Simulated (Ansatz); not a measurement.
Relaxation of C3H5ClSi (10 atoms, charge 0, multiplicity 1), to a largest force component of 0.02 eV/Å in at most 40 steps.

Computed with RKS PBE-D4/STO-3G (Ansatz 0.2.0).

```xyz
10
Properties=species:S:1:pos:R:3
Si -1.480 -0.497 0.156
C 0.078 0.022 -0.131
C 1.048 0.343 -0.891
Cl 1.825 0.599 -2.324
C 1.347 0.359 0.496
H -2.257 0.562 0.965
H -2.260 -0.619 -1.116
H -1.557 -1.725 0.869
H 1.928 -0.430 0.966
H 1.411 1.335 1.013
```

Question: Where does it end, and by what steps?

Answer: The forces met the threshold. Limits of this set-up: minimal basis. After 6 steps the energy has fallen by 1.367 eV; Cl4 moved furthest, 0.21 Å.

```
step  energy less start (eV)  largest force component (eV/Å)  accepted
   0                  0.0000                           7.469       yes
   1                 -1.1038                           2.618       yes
   2                 -1.3509                           0.534       yes
   3                 -1.3646                           0.140       yes
   4                 -1.3666                           0.077       yes
   5                 -1.3670                           0.027       yes
   6                 -1.3671                           0.009       yes
```

```xyz
10
Properties=species:S:1:pos:R:3
Si -1.655 -0.498 0.142
C 0.096 0.026 -0.120
C 1.131 0.354 -0.881
Cl 1.764 0.592 -2.521
C 1.453 0.401 0.585
H -2.338 0.512 0.938
H -2.304 -0.645 -1.151
H -1.667 -1.766 0.858
H 2.063 -0.403 1.047
H 1.541 1.376 1.105
```

Time of the run: 8.4 s on 1 thread of Intel(R) Xeon(R) 6975P-C (Granite Rapids), with other jobs on the host, peak memory 0.13 GiB.
